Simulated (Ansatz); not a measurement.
Reaction (cleavage of the Si–Si bond): `O[SiH]([SiH3])CCl` + H₂S → `O[SiH](S)CCl` + SiH₄

Program: Ansatz. Geometries: PBE0-D4/def2-TZVP. ΔE: electronic, gas phase. CCSD(T)/CBS adds triple-zeta CCSD(T) − MP2 to the extrapolated MP2 energy (def2 sets, frozen cores). This one scheme is used for every species. Functionals use def2-TZVPP. One conformer a species, not always the lowest.

(1) Is it downhill or uphill in electronic energy at CCSD(T)/CBS, and by how much? (An estimate is asked.)

(2) What do these levels give: PBE-D4, r2SCAN-D4, ωB97M-V, B2PLYP, PBE, MP2/def2-TZVPP, SCS-MP2/def2-TZVPP, CCSD/def2-TZVPP, HF/def2-QZVPP, MP2/def2-QZVPP, HF/CBS(def2), MP2/CBS(def2)? (Best estimate.)

Largest T1 diagnostic among the species: 0.011.

## Answers

(1) Computed: Downhill: ΔE = -75.5 kJ/mol.

(2) Computed: PBE-D4 -66.2, r2SCAN-D4 -75.2, ωB97M-V -80.1, B2PLYP -76.8, PBE -65.2, MP2/def2-TZVPP -84.3, SCS-MP2/def2-TZVPP -82.1, CCSD/def2-TZVPP -73.8, HF/def2-QZVPP -80.7, MP2/def2-QZVPP -84.9, HF/CBS(def2) -80.6, MP2/CBS(def2) -85.6 kJ/mol.

From PBE to PBE0 (25 % exact exchange), in def2-TZVPP and without D4, ΔE moves by −3.7 kJ/mol.
